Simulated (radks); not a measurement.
Task: The mean radii <r> (bohr) of the occupied orbitals of an atom or ion are listed with their occupations. Calculated with a radial shooting solver on a logarithmic mesh with Libxc functionals: Dirac Kohn-Sham, PBE, spin-unpolarised, spherical densities, finite nucleus; Fermi nuclear charge, rms radius of each element as measured or else 0.836 A^(1/3) + 0.57 fm.

orbital  occ.      <r>
1s1/2       2  0.03707
2s1/2       2   0.1623
2p1/2       2   0.1387
2p3/2       4   0.1430
3s1/2       2   0.4582
3p1/2       2   0.4549
3p3/2       4   0.4654
3d3/2       4   0.4504
3d5/2       6   0.4540
4s1/2       2    1.213
4p1/2       2    1.344
4p3/2       4    1.374
4d3/2       2    2.002

Name the element and its charge. Open shells, if any, fill j = l - 1/2 first.

Result: Z = 40, zirconium, charge +2: Zr2+ in [Kr] 4d2. The 1s radius gives Z: for a bare nucleus <r> = (2 gamma + 1)/(2Z) with gamma = sqrt(1 - (Z/c)^2), 0.03641 bohr for Z = 40, and screening makes it slightly larger (0.03707 here). The occupations add up to 38, and the charge is Z minus that.
